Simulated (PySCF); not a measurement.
A structure optimised at PBE-D3(BJ)/def2-SVP, used in a PySCF frequency run:

```xyz
12

F     -2.0260    -0.7420     0.1571
C     -1.0143     0.1840     0.2410
C     -1.0423     1.3810    -0.7330
C      0.5028     1.2611    -0.8219
C      0.3505    -0.2004    -0.3481
Cl     1.5979    -0.9057     0.7269
H     -0.9075     0.5074     1.3001
H     -1.4811     2.3307    -0.3731
H     -1.5347     1.0824    -1.6796
H      1.0127     1.8703    -0.0505
H      0.9931     1.4274    -1.7991
H      0.2068    -0.8974    -1.1972
```

Problem. Write its SMILES and formula.

Solution. F[C@@H]1CC[C@H]1Cl, C4H6ClF

Problem. What are its rotational constants (standard atomic weights)?

Solution. 4.3911, 2.0812, 1.5121 GHz
